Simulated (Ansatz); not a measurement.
NbSF3. The state is a triplet with charge 0. Geometry PBE-D4/def2-SVP, that of the neutral singlet; atoms count from 1.

```xyz
5

Nb    0.082   -0.035   -0.015
S    -1.872    0.796    0.343
F     1.121    1.286   -0.821
F    -0.125   -1.507   -1.139
F     0.794   -0.541    1.632
```

In the def2 sets Nb takes a core potential; there is no spin–orbit coupling. At PBE0-D4/def2-TZVP a singlet of charge 0 lies 3.12 eV below the triplet at the same geometry.

Problem. Estimate the Mulliken populations from the PBE0/def2-TZVP orbitals of Ansatz.

Solution. 
```tsv
atom	charge (e)	spin (α − β)	d electrons
Nb1	1.63	0.91	2.88
S2	-0.28	1.02	–
F3	-0.45	0.03	–
F4	-0.45	0.01	–
F5	-0.45	0.03	–
```
Mulliken values depend strongly on the basis.

Problem. Where does the spin sit?

Solution. Summed by element: Nb 0.91, S 1.02, F 0.07, of 2 unpaired in all. Largest on single atoms: S2 1.02, Nb1 0.91, F5 0.03.

Problem. And the Mayer bond orders between heavy atoms (over 0.3)?

Solution. Nb1–S2 1.25 (2.15 Å); Nb1–F3 0.88 (1.86 Å); Nb1–F4 0.87 (1.86 Å); Nb1–F5 0.88 (1.86 Å).
